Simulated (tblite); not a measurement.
A geometry optimisation, step by step.

Species: C4H3F5N (doublet state).
SMILES with atom numbers: `[N:1]=[CH:2][C@@H:3]([CH:4]([F:5])[F:6])[C:7]([F:8])([F:9])[F:10]` (hydrogens: H11 on C2; H12 on C3; H13 on C4)
Bond orders are those of one Lewis drawing.

Computed with GFN2-xTB (tblite), gas phase: L-BFGS steps from a force-field or distance-geometry start until the largest atomic force falls under 0.01 eV/Å. 14 of its 40 geometries are shown.

Step 0: E = -993.8131 eV, largest atomic force 9.121 eV/Å
```
atom  x, y, z in Å  |  force x, y, z in eV/Å
N1     -1.670   -2.154   -0.483    5.332   5.690   4.732
C2     -0.818   -1.246    0.262   -4.942  -5.804  -3.775
C3     -0.182   -0.063   -0.393   -1.129  -0.528  -0.380
C4     -0.574    1.208    0.324   -0.969   0.017   1.216
F5     -0.287    1.102    1.660   -0.190   0.166  -0.601
F6     -1.922    1.381    0.243    0.472   0.040   0.031
C7      1.304   -0.183   -0.369    1.316  -0.623   0.063
F8      1.800   -0.292    0.889   -0.149   0.010  -0.862
F9      1.717   -1.273   -1.061   -0.027   0.649   0.432
F10     1.879    0.893   -0.934    0.067  -0.282   0.141
H11    -0.612   -1.455    1.333   -0.268   0.093  -0.855
H12    -0.548   -0.012   -1.430    0.224   0.070   0.051
H13    -0.092    2.095   -0.058    0.263   0.500  -0.194
```

Step 3: E = -995.2603 eV, largest atomic force 0.442 eV/Å
```
atom  x, y, z in Å  |  force x, y, z in eV/Å
N1     -1.593   -2.073   -0.407    0.206   0.145   0.363
C2     -0.872   -1.321    0.227   -0.026   0.003  -0.315
C3     -0.204   -0.078   -0.393   -0.069   0.010  -0.064
C4     -0.592    1.205    0.343   -0.106   0.017   0.021
F5     -0.293    1.107    1.653   -0.118   0.059   0.054
F6     -1.921    1.387    0.246   -0.095   0.123   0.087
C7      1.314   -0.198   -0.368   -0.019  -0.038  -0.049
F8      1.801   -0.294    0.870    0.071  -0.077  -0.102
F9      1.725   -1.262   -1.054    0.170  -0.030  -0.005
F10     1.883    0.886   -0.930   -0.010  -0.150   0.047
H11    -0.625   -1.452    1.291   -0.052  -0.001  -0.080
H12    -0.541   -0.008   -1.434    0.092   0.041   0.015
H13    -0.088    2.103   -0.061   -0.044  -0.101   0.027
```

Step 6: E = -995.2754 eV, largest atomic force 0.210 eV/Å
```
atom  x, y, z in Å  |  force x, y, z in eV/Å
N1     -1.588   -2.076   -0.384   -0.112  -0.172  -0.044
C2     -0.862   -1.309    0.215   -0.007   0.006   0.074
C3     -0.206   -0.075   -0.397    0.072   0.064  -0.028
C4     -0.603    1.205    0.346   -0.025   0.021   0.024
F5     -0.307    1.112    1.658   -0.088  -0.003   0.022
F6     -1.931    1.399    0.255   -0.028   0.033   0.021
C7      1.313   -0.205   -0.373    0.091  -0.020   0.000
F8      1.808   -0.303    0.861    0.006  -0.076   0.042
F9      1.741   -1.266   -1.054   -0.011  -0.039  -0.035
F10     1.885    0.874   -0.928    0.038   0.045  -0.063
H11    -0.629   -1.450    1.280    0.063   0.061   0.057
H12    -0.533   -0.002   -1.438    0.022   0.065  -0.072
H13    -0.092    2.094   -0.059   -0.022   0.015   0.002
```

Step 9: E = -995.2802 eV, largest atomic force 0.088 eV/Å
```
atom  x, y, z in Å  |  force x, y, z in eV/Å
N1     -1.591   -2.088   -0.373    0.059   0.043   0.049
C2     -0.863   -1.309    0.213   -0.047  -0.066   0.001
C3     -0.203   -0.070   -0.401   -0.046  -0.065   0.018
C4     -0.610    1.208    0.349    0.019  -0.015  -0.019
F5     -0.322    1.114    1.663   -0.032  -0.028   0.002
F6     -1.938    1.408    0.260    0.018  -0.029  -0.044
C7      1.321   -0.208   -0.375   -0.034   0.019  -0.006
F8      1.812   -0.315    0.860    0.002  -0.019  -0.026
F9      1.746   -1.270   -1.059   -0.049   0.022  -0.014
F10     1.890    0.873   -0.933    0.050  -0.026   0.014
H11    -0.624   -1.441    1.280    0.036   0.066  -0.020
H12    -0.526    0.009   -1.445    0.035   0.045   0.019
H13    -0.097    2.094   -0.057   -0.013   0.052   0.025
```

Step 12: E = -995.2828 eV, largest atomic force 0.115 eV/Å
```
atom  x, y, z in Å  |  force x, y, z in eV/Å
N1     -1.590   -2.096   -0.365   -0.001  -0.016   0.010
C2     -0.865   -1.312    0.215    0.076   0.085  -0.014
C3     -0.204   -0.073   -0.401    0.029   0.071  -0.005
C4     -0.611    1.207    0.349   -0.012   0.003   0.006
F5     -0.335    1.110    1.665    0.008  -0.025  -0.013
F6     -1.939    1.407    0.256   -0.005  -0.033  -0.065
C7      1.321   -0.209   -0.377   -0.024  -0.027   0.000
F8      1.813   -0.324    0.857   -0.007   0.005  -0.014
F9      1.740   -1.271   -1.064   -0.040  -0.009  -0.033
F10     1.899    0.869   -0.934   -0.018  -0.030   0.045
H11    -0.616   -1.427    1.280    0.008   0.015   0.021
H12    -0.518    0.020   -1.447   -0.011  -0.015   0.020
H13    -0.101    2.099   -0.052   -0.003  -0.024   0.041
```

Step 15: E = -995.2857 eV, largest atomic force 0.090 eV/Å
```
atom  x, y, z in Å  |  force x, y, z in eV/Å
N1     -1.583   -2.102   -0.349    0.047   0.040   0.010
C2     -0.858   -1.306    0.214    0.010   0.025   0.043
C3     -0.203   -0.066   -0.402    0.034   0.019  -0.031
C4     -0.615    1.206    0.349   -0.020   0.017   0.012
F5     -0.350    1.101    1.666   -0.015  -0.010   0.020
F6     -1.942    1.401    0.237   -0.034  -0.009  -0.020
C7      1.317   -0.214   -0.379    0.070  -0.004  -0.002
F8      1.815   -0.337    0.851   -0.014  -0.050   0.050
F9      1.726   -1.273   -1.076   -0.028  -0.047  -0.019
F10     1.909    0.859   -0.927   -0.013   0.064  -0.024
H11    -0.603   -1.406    1.282   -0.009  -0.013   0.002
H12    -0.510    0.032   -1.447   -0.062  -0.031  -0.057
H13    -0.106    2.104   -0.038    0.033   0.000   0.016
```

Step 18: E = -995.2878 eV, largest atomic force 0.056 eV/Å
```
atom  x, y, z in Å  |  force x, y, z in eV/Å
N1     -1.573   -2.101   -0.338    0.025   0.029  -0.016
C2     -0.851   -1.298    0.218    0.000  -0.007   0.017
C3     -0.199   -0.060   -0.406   -0.023  -0.023  -0.003
C4     -0.619    1.208    0.350    0.012  -0.005  -0.021
F5     -0.363    1.093    1.669   -0.051   0.001  -0.008
F6     -1.947    1.395    0.223    0.017   0.016   0.020
C7      1.321   -0.217   -0.381   -0.022   0.023  -0.018
F8      1.813   -0.350    0.851   -0.006  -0.041  -0.037
F9      1.713   -1.278   -1.086    0.028   0.027   0.021
F10     1.914    0.858   -0.924    0.030  -0.006  -0.003
H11    -0.595   -1.393    1.284    0.003  -0.001   0.029
H12    -0.512    0.036   -1.451   -0.023  -0.031   0.006
H13    -0.106    2.107   -0.026    0.009   0.019   0.011
```

Step 21: E = -995.2890 eV, largest atomic force 0.052 eV/Å
```
atom  x, y, z in Å  |  force x, y, z in eV/Å
N1     -1.565   -2.098   -0.335   -0.022  -0.029  -0.023
C2     -0.847   -1.293    0.224    0.020   0.001   0.004
C3     -0.199   -0.058   -0.409    0.007   0.025   0.019
C4     -0.621    1.208    0.348   -0.006   0.012   0.008
F5     -0.378    1.089    1.669   -0.004  -0.007  -0.007
F6     -1.948    1.395    0.217    0.003   0.034  -0.019
C7      1.321   -0.216   -0.385   -0.013  -0.021  -0.008
F8      1.812   -0.364    0.846   -0.008   0.022  -0.014
F9      1.710   -1.278   -1.090    0.029   0.017  -0.040
F10     1.921    0.858   -0.922    0.004  -0.027   0.024
H11    -0.591   -1.386    1.290    0.002   0.005   0.020
H12    -0.517    0.033   -1.454   -0.006  -0.026   0.033
H13    -0.105    2.112   -0.017   -0.006  -0.008   0.003
```

Step 24: E = -995.2897 eV, largest atomic force 0.038 eV/Å
```
atom  x, y, z in Å  |  force x, y, z in eV/Å
N1     -1.559   -2.097   -0.333    0.019   0.002   0.019
C2     -0.843   -1.292    0.227   -0.021  -0.020   0.004
C3     -0.199   -0.055   -0.408   -0.001  -0.031   0.004
C4     -0.622    1.210    0.348   -0.003  -0.003   0.007
F5     -0.388    1.085    1.669    0.006   0.004   0.018
F6     -1.948    1.399    0.209   -0.006   0.028  -0.025
C7      1.320   -0.218   -0.389    0.029  -0.001   0.004
F8      1.810   -0.371    0.842    0.002  -0.002   0.028
F9      1.711   -1.276   -1.099   -0.009   0.000  -0.032
F10     1.927    0.855   -0.919   -0.007   0.028  -0.005
H11    -0.587   -1.380    1.296   -0.010  -0.006  -0.017
H12    -0.521    0.028   -1.451   -0.011  -0.001  -0.002
H13    -0.104    2.114   -0.011    0.011   0.001  -0.005
```

Step 27: E = -995.2902 eV, largest atomic force 0.029 eV/Å
```
atom  x, y, z in Å  |  force x, y, z in eV/Å
N1     -1.556   -2.099   -0.332   -0.002  -0.022   0.013
C2     -0.842   -1.293    0.230    0.002   0.003  -0.006
C3     -0.198   -0.057   -0.407   -0.005   0.003   0.000
C4     -0.623    1.211    0.348    0.013  -0.007  -0.008
F5     -0.393    1.084    1.671   -0.012   0.011  -0.007
F6     -1.948    1.406    0.203    0.022   0.002  -0.009
C7      1.322   -0.219   -0.390   -0.018   0.016   0.004
F8      1.809   -0.374    0.842    0.014  -0.017  -0.019
F9      1.712   -1.274   -1.107   -0.010   0.021   0.014
F10     1.928    0.856   -0.917   -0.016   0.012   0.009
H11    -0.588   -1.379    1.298   -0.009  -0.011   0.006
H12    -0.525    0.024   -1.449    0.004   0.007   0.001
H13    -0.102    2.114   -0.009    0.017  -0.016   0.002
```

Step 30: E = -995.2911 eV, largest atomic force 0.062 eV/Å
```
atom  x, y, z in Å  |  force x, y, z in eV/Å
N1     -1.548   -2.109   -0.323   -0.033  -0.043  -0.021
C2     -0.841   -1.295    0.235    0.033   0.008   0.007
C3     -0.199   -0.060   -0.404   -0.001   0.061   0.008
C4     -0.622    1.210    0.348   -0.005   0.034  -0.001
F5     -0.408    1.084    1.673   -0.017  -0.009  -0.027
F6     -1.942    1.422    0.184    0.004  -0.027   0.007
C7      1.322   -0.217   -0.392   -0.045  -0.016  -0.009
F8      1.812   -0.388    0.838    0.005   0.010  -0.048
F9      1.709   -1.263   -1.123    0.017   0.006   0.009
F10     1.927    0.864   -0.910   -0.035  -0.013   0.040
H11    -0.590   -1.379    1.303    0.003   0.000   0.037
H12    -0.532    0.019   -1.445    0.025   0.006   0.006
H13    -0.091    2.111   -0.003    0.049  -0.018  -0.008
```

Step 33: E = -995.2924 eV, largest atomic force 0.038 eV/Å
```
atom  x, y, z in Å  |  force x, y, z in eV/Å
N1     -1.533   -2.126   -0.308    0.022   0.025  -0.008
C2     -0.836   -1.299    0.245   -0.015  -0.011   0.018
C3     -0.203   -0.060   -0.399   -0.009  -0.026   0.000
C4     -0.621    1.214    0.346   -0.008   0.009  -0.004
F5     -0.439    1.082    1.675   -0.008  -0.007   0.002
F6     -1.933    1.444    0.152   -0.023  -0.005   0.016
C7      1.318   -0.216   -0.397    0.009  -0.022  -0.006
F8      1.817   -0.412    0.824   -0.013   0.011   0.015
F9      1.704   -1.245   -1.150    0.011  -0.019  -0.024
F10     1.921    0.876   -0.892   -0.032   0.012   0.006
H11    -0.592   -1.375    1.316    0.010   0.014   0.005
H12    -0.541    0.013   -1.438    0.020   0.016  -0.011
H13    -0.067    2.105    0.009    0.037   0.003  -0.010
```

Step 36: E = -995.2928 eV, largest atomic force 0.020 eV/Å
```
atom  x, y, z in Å  |  force x, y, z in eV/Å
N1     -1.530   -2.128   -0.307    0.007   0.005  -0.004
C2     -0.836   -1.301    0.248   -0.002   0.011   0.001
C3     -0.204   -0.062   -0.398    0.001  -0.007  -0.004
C4     -0.620    1.215    0.345    0.006  -0.019  -0.001
F5     -0.444    1.082    1.675    0.003   0.001   0.002
F6     -1.932    1.448    0.149    0.012   0.010   0.000
C7      1.317   -0.217   -0.398   -0.004   0.001   0.005
F8      1.817   -0.415    0.823   -0.009  -0.007   0.007
F9      1.705   -1.243   -1.155    0.002   0.009   0.001
F10     1.915    0.880   -0.888   -0.013  -0.001  -0.010
H11    -0.593   -1.375    1.319    0.005   0.013   0.001
H12    -0.540    0.013   -1.438    0.005   0.000  -0.003
H13    -0.058    2.102    0.009   -0.013  -0.015   0.004
```

Step 39: E = -995.2929 eV, largest atomic force 0.010 eV/Å
```
atom  x, y, z in Å  |  force x, y, z in eV/Å
N1     -1.528   -2.129   -0.307   -0.004  -0.006  -0.001
C2     -0.836   -1.300    0.249    0.005  -0.003  -0.003
C3     -0.204   -0.063   -0.398   -0.001   0.009   0.000
C4     -0.620    1.214    0.345   -0.001   0.005   0.006
F5     -0.446    1.082    1.675    0.005  -0.008   0.000
F6     -1.931    1.451    0.147    0.003   0.000  -0.002
C7      1.316   -0.218   -0.398   -0.005   0.002  -0.001
F8      1.816   -0.417    0.823   -0.003  -0.001  -0.006
F9      1.705   -1.241   -1.158    0.004   0.003   0.006
F10     1.912    0.881   -0.888   -0.001  -0.001   0.001
H11    -0.592   -1.372    1.321   -0.002   0.010   0.001
H12    -0.539    0.013   -1.438    0.000  -0.005  -0.001
H13    -0.056    2.100    0.009    0.001  -0.004  -0.001
```

Question: Summarise the path.

Answer: The energy falls by 34.13 kcal/mol from step 0 to step 39; nine tenths of that is first reached at step 1. It falls at every step. The largest force goes from 9.121 to 0.010 eV/Å. Among the bonds N1=C2 changes most, from 1.451 to 1.215 Å; the atoms move by 0.107 Å rms after alignment.

Question: Follow the three bonds and two angles with the largest change from start to end.

Answer: 
| step | E above end (kcal/mol) | largest force (eV/Å) | N1=C2 (Å) | C3–C7 (Å) | C2–C3 (Å) | C3–C2–H11 (°) | N1–C2–C3 (°) |
| --- | --- | --- | --- | --- | --- | --- | --- |
| 0 | 34.13 | 9.121 | 1.451 | 1.490 | 1.495 | 119.5 | 121.4 |
| 2 | 1.30 | 1.474 | 1.232 | 1.524 | 1.545 | 112.6 | 123.1 |
| 3 | 0.75 | 0.442 | 1.220 | 1.523 | 1.541 | 112.8 | 123.0 |
| 5 | 0.49 | 0.299 | 1.213 | 1.524 | 1.530 | 113.4 | 123.9 |
| 7 | 0.36 | 0.127 | 1.216 | 1.526 | 1.526 | 113.6 | 125.2 |
| 8 | 0.32 | 0.136 | 1.217 | 1.528 | 1.529 | 113.4 | 125.5 |
| 10 | 0.27 | 0.070 | 1.216 | 1.531 | 1.533 | 112.7 | 125.7 |
| 12 | 0.23 | 0.115 | 1.215 | 1.531 | 1.534 | 112.0 | 125.9 |
| 14 | 0.19 | 0.087 | 1.215 | 1.529 | 1.532 | 111.5 | 126.5 |
| 15 | 0.17 | 0.090 | 1.215 | 1.527 | 1.532 | 111.3 | 126.8 |
| 17 | 0.13 | 0.074 | 1.215 | 1.527 | 1.532 | 111.3 | 127.1 |
| 19 | 0.11 | 0.051 | 1.214 | 1.528 | 1.532 | 111.5 | 126.8 |
| 20 | 0.10 | 0.051 | 1.214 | 1.528 | 1.532 | 111.6 | 126.6 |
| 22 | 0.08 | 0.054 | 1.214 | 1.527 | 1.532 | 111.7 | 126.4 |
| 24 | 0.07 | 0.038 | 1.215 | 1.527 | 1.533 | 111.7 | 126.3 |
| 25 | 0.07 | 0.032 | 1.215 | 1.528 | 1.533 | 111.7 | 126.2 |
| 27 | 0.06 | 0.029 | 1.215 | 1.529 | 1.533 | 111.7 | 126.1 |
| 29 | 0.05 | 0.055 | 1.214 | 1.530 | 1.532 | 111.7 | 126.2 |
| 31 | 0.03 | 0.061 | 1.214 | 1.529 | 1.532 | 111.8 | 126.5 |
| 32 | 0.02 | 0.057 | 1.215 | 1.529 | 1.533 | 111.9 | 126.6 |
| 34 | 0.01 | 0.036 | 1.215 | 1.528 | 1.534 | 111.9 | 126.6 |
| 36 | 0.00 | 0.020 | 1.215 | 1.529 | 1.534 | 111.9 | 126.4 |
| 37 | 0.00 | 0.021 | 1.215 | 1.529 | 1.533 | 111.9 | 126.4 |
| 39 | 0.00 | 0.010 | 1.215 | 1.528 | 1.533 | 111.9 | 126.3 |

The cost below is that of the whole relaxation. Time: 0.2 s wall. Hardware: an Arm Neoverse V2 with one thread, shared host with 96 logical CPUs at a one-minute load of 72.
